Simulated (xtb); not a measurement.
A run for xtb: GFN2-xTB on CdF2 (SMILES [F][Cd][F]), a point of a bond scan (R = 3.384 Å).

```
$ xtb mol.xyz --gfn 2 --sp --chrg 0 --uhf 0
3

Cd     0.00000000     0.00000000     0.00000000
F     -0.00000000    -0.00000000    -3.38361285
F      0.00000000     0.00000000     1.93349306
```

It printed:

```
[...]
           -------------------------------------------------
          |                Calculation Setup                |
           -------------------------------------------------



molecular fragmentation (1/2 indicates fragments):
121
# atoms in fragment 1/2:     2     1
 fragment masses (1/2) :      131.41       19.00
CMA distance (Bohr)    :   6.922
constraining FC (au)   :  0.0500

           -------------------------------------------------
          |                 G F N 2 - x T B                 |
           -------------------------------------------------

        Reference                      10.1021/acs.jctc.8b01176
      * Hamiltonian:
        H0-scaling (s, p, d)           1.850000    2.230000    2.230000
        zeta-weighting                 0.500000
      * Dispersion:
        s8                             2.700000
        a1                             0.520000
        a2                             5.000000
        s9                             5.000000
      * Repulsion:
        kExp                           1.500000    1.000000
        rExp                           1.000000
      * Coulomb:
        alpha                          2.000000
        third order                    shell-resolved
        anisotropic                    true
        a3                             3.000000
        a5                             4.000000
        cn-shift                       1.200000
        cn-exp                         4.000000
        max-rad                        5.000000


          ...................................................
          :                      SETUP                      :
          :.................................................:
          :  # basis functions                  12          :
          :  # atomic orbitals                  12          :
          :  # shells                            6          :
          :  # electrons                        16          :
          :  max. iterations                   250          :
          :  Hamiltonian                  GFN2-xTB          :
          :  restarted?                      false          :
          :  GBSA solvation                  false          :
          :  PC potential                    false          :
          :  electronic temp.          300.0000000     K    :
          :  accuracy                    1.0000000          :
          :  -> integral cutoff          0.2500000E+02      :
          :  -> integral neglect         0.1000000E-07      :
          :  -> SCF convergence          0.1000000E-05 Eh   :
          :  -> wf. convergence          0.1000000E-03 e    :
          :  Broyden damping             0.4000000          :
          :  net charge                          0          :
          :  unpaired electrons                  0          :
          ...................................................

 iter      E             dE          RMSdq      gap      omega  full diag
   1     -9.6725603 -0.967256E+01  0.318E+01    0.16       0.0  T
   2     -9.7552500 -0.826896E-01  0.165E+01    2.88       1.0  T
   3     -9.2401688  0.515081E+00  0.130E+01    0.02       1.0  T
   4     -9.7885884 -0.548420E+00  0.891E+00    1.64       1.0  T
   5     -9.8395380 -0.509495E-01  0.712E+00    2.30       1.0  T
   6     -9.9750448 -0.135507E+00  0.502E+00    0.35       1.0  T
   7     -9.8580799  0.116965E+00  0.577E+00    1.85       1.0  T
   8     -9.8735697 -0.154898E-01  0.540E+00    1.57       1.0  T
   9     -9.8740986 -0.528898E-03  0.538E+00    1.58       1.0  T
  10     -9.4952884  0.378810E+00  0.116E+01    0.13       1.0  T
  11     -9.9448144 -0.449526E+00  0.398E+00    0.33       1.0  T
  12     -9.9193983  0.254161E-01  0.441E+00    1.12       1.0  T
  13     -9.9823009 -0.629026E-01  0.236E+00    0.39       1.0  T
  14    -10.0017756 -0.194747E-01  0.621E-01    0.51       1.0  T
  15     -9.9990140  0.276163E-02  0.929E-01    0.46       1.0  T
  16     -9.9781150  0.208990E-01  0.239E+00    0.39       1.0  T
  17     -9.9773573  0.757678E-03  0.242E+00    0.39       1.0  T
  18     -9.9954136 -0.180563E-01  0.133E+00    0.60       1.0  T
  19     -9.9970379 -0.162431E-02  0.109E+00    0.45       1.0  T
  20    -10.0017907 -0.475276E-02  0.253E-01    0.52       1.0  T
  21    -10.0017748  0.158949E-04  0.195E-01    0.50       1.0  T
  22    -10.0016955  0.792591E-04  0.239E-01    0.50       1.0  T
  23    -10.0018899 -0.194370E-03  0.515E-02    0.51       1.1  T
  24    -10.0017424  0.147462E-03  0.195E-01    0.50       1.0  T
  25    -10.0018964 -0.153955E-03  0.167E-02    0.51       3.5  T
  26    -10.0018908  0.562931E-05  0.398E-02    0.51       1.5  T
  27    -10.0018956 -0.483017E-05  0.188E-02    0.51       3.1  T
  28    -10.0018969 -0.134040E-05  0.388E-03    0.51      14.9  T
  29    -10.0018970 -0.144425E-07  0.295E-03    0.51      19.6  T
  30    -10.0018970 -0.242182E-07  0.132E-03    0.51      43.6  T
  31    -10.0018970 -0.623006E-08  0.306E-04    0.51     188.9  T
  32    -10.0018970  0.124892E-09  0.323E-04    0.51     178.9  T

   *** convergence criteria satisfied after 32 iterations ***

         #    Occupation            Energy/Eh            Energy/eV
      -------------------------------------------------------------
         1        2.0000           -0.8321126             -22.6429
         2        2.0000           -0.7434008             -20.2290
         3        2.0000           -0.5530539             -15.0494
         4        2.0000           -0.5224028             -14.2153
         5        2.0000           -0.5224028             -14.2153
         6        2.0000           -0.4589528             -12.4887
         7        1.9999           -0.4505253             -12.2594
         8        1.9999           -0.4505253             -12.2594 (HOMO)
         9        0.0001           -0.4318180             -11.7504 (LUMO)
        10                         -0.1556414              -4.2352
        11                         -0.1556414              -4.2352
        12                          0.1850861               5.0364
      -------------------------------------------------------------
                  HL-Gap            0.0187073 Eh            0.5091 eV
             Fermi-level           -0.4408423 Eh          -11.9959 eV

 SCC (total)                   0 d,  0 h,  0 min,  0.003 sec
 SCC setup                      ...        0 min,  0.000 sec (  3.033%)
 Dispersion                     ...        0 min,  0.000 sec (  0.808%)
 classical contributions        ...        0 min,  0.000 sec (  0.456%)
 integral evaluation            ...        0 min,  0.000 sec (  8.356%)
 iterations                     ...        0 min,  0.002 sec ( 74.030%)
 molecular gradient             ...        0 min,  0.000 sec ( 11.140%)
 printout                       ...        0 min,  0.000 sec (  1.932%)

         :::::::::::::::::::::::::::::::::::::::::::::::::::::
         ::                     SUMMARY                     ::
         :::::::::::::::::::::::::::::::::::::::::::::::::::::
         :: total energy             -10.000531199276 Eh    ::
         :: gradient norm              0.042522017593 Eh/a0 ::
         :: HOMO-LUMO gap              0.509051615814 eV    ::
         ::.................................................::
         :: SCC energy               -10.001897435113 Eh    ::
         :: -> isotropic ES            0.091405783130 Eh    ::
         :: -> anisotropic ES          0.007094418960 Eh    ::
         :: -> anisotropic XC          0.001041645231 Eh    ::
         :: -> dispersion             -0.000935411382 Eh    ::
         :: repulsion energy           0.001366235837 Eh    ::
         :: add. restraining           0.000000000000 Eh    ::
         :: total charge               0.000000000233 e     ::
Note: The following floating-point exceptions are signalling: IEEE_DENORMAL
normal termination of xtb
         :::::::::::::::::::::::::::::::::::::::::::::::::::::

           -------------------------------------------------
          |                Property Printout                |
           -------------------------------------------------

    * Orbital Energies and Occupations

         #    Occupation            Energy/Eh            Energy/eV
      -------------------------------------------------------------
         1        2.0000           -0.8321126             -22.6429
         2        2.0000           -0.7434008             -20.2290
         3        2.0000           -0.5530539             -15.0494
         4        2.0000           -0.5224028             -14.2153
         5        2.0000           -0.5224028             -14.2153
         6        2.0000           -0.4589528             -12.4887
         7        1.9999           -0.4505253             -12.2594
         8        1.9999           -0.4505253             -12.2594 (HOMO)
         9        0.0001           -0.4318180             -11.7504 (LUMO)
        10                         -0.1556414              -4.2352
        11                         -0.1556414              -4.2352
        12                          0.1850861               5.0364
      -------------------------------------------------------------
                  HL-Gap            0.0187073 Eh            0.5091 eV
             Fermi-level           -0.4408423 Eh          -11.9959 eV

     #   Z          covCN         q      C6AA      α(0)
     1  48 Cd       0.676     0.541   435.637    48.956
     2   9 F        0.000    -0.292    12.665     4.145
     3   9 F        0.676    -0.249    11.776     4.051

 Mol. C6AA /au·bohr⁶  :        733.997339
 Mol. C8AA /au·bohr⁸  :      51550.102101
 Mol. α(0) /au        :         57.151710


Wiberg/Mayer (AO) data.
largest (>0.10) Wiberg bond orders for each atom

 ---------------------------------------------------------------------------
     #   Z sym  total        # sym  WBO       # sym  WBO       # sym  WBO
 ---------------------------------------------------------------------------
     1  48 Cd   1.567 --     3 F    0.893     2 F    0.674
     2   9 F    0.674 --     1 Cd   0.674
     3   9 F    0.893 --     1 Cd   0.893
 ---------------------------------------------------------------------------

Topologies differ in total number of bonds
Writing topology from bond orders to xtbtopo.mol

molecular dipole:
                 x           y           z       tot (Debye)
 q only:        0.000       0.000       0.955
   full:       -0.000      -0.000       1.015       2.580
molecular quadrupole (traceless):
                xx          xy          yy          xz          yz          zz
 q only:        7.632       0.000       7.632       0.000       0.000     -15.264
  q+dip:        8.446       0.000       8.446      -0.000       0.000     -16.892
   full:       10.309      -0.000      10.309      -0.000       0.000     -20.618


           -------------------------------------------------
          | TOTAL ENERGY              -10.000531199276 Eh   |
          | GRADIENT NORM               0.042522017593 Eh/α |
          | HOMO-LUMO GAP               0.509051615814 eV   |
           -------------------------------------------------

------------------------------------------------------------------------
------------------------------------------------------------------------
 total:
 SCF:
```

The run finished.

Cost: roughly 0.03 core-seconds.
